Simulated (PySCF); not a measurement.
Compound: C7H8O2.
Numbering: `[CH:1]#[C:2][C:3](=[O:4])[O:5][CH:6]1[CH2:7][CH2:8][CH2:9]1`

NICS = −σ at a ghost point: NICS(0) at the centroid of the ring atoms, NICS(1) 1 Å to either side along the normal of their mean plane, zz for the tensor component along that normal. Level: GIAO PBE0/pcSseg-1 (PySCF, non-relativistic, gas phase) on the GFN2-xTB geometry, one conformer.

Ring bond lengths (Å), with Mayer bond orders in brackets: C6–C7 1.537 (1.02), C7–C8 1.537 (1.05), C8–C9 1.537 (1.05), C9–C6 1.536 (1.02).

Question: Give the NICS values of each ring in ppm.

Answer: 
```tsv
ring	type	NICS(0)	NICS(1), two faces	NICS(1)zz, two faces	rms pucker (Å)	centre to ring atoms, mean (Å)
C6–C7–C8–C9	4-membered carbocycle; formal bonds all single	-0.6	-1.5 / 0.1	0.8 / 5.0	0.08	1.08
```

Question: What do they say, and how far can they be read as aromaticity?

Answer: 
- C6–C7–C8–C9: mean NICS(1)zz 2.9 ppm, near zero. C6, C7, C8, C9 have four or more neighbours, and the NICS criterion for π rings isn't applied. The two faces differ by 4.2 ppm, so no symmetry operation interchanges them.

Question: Give the inner angles of the rings and the Hirshfeld charges of the ring atoms.

Answer: 
- C6–C7–C8–C9: C6 89.6° (+0.050 e), C7 89.2° (-0.075 e), C8 89.5° (-0.068 e), C9 89.2° (-0.075 e); sum 357.5° against 360° for a flat convex ring.

Conformer computed: `[CH:1]#[C:2][C:3](=[O:4])[O:5][CH:6]1[CH2:7][CH2:8][CH2:9]1`: C2–C3–O5–C6 180°, C3–O5–C6–C7 126°.
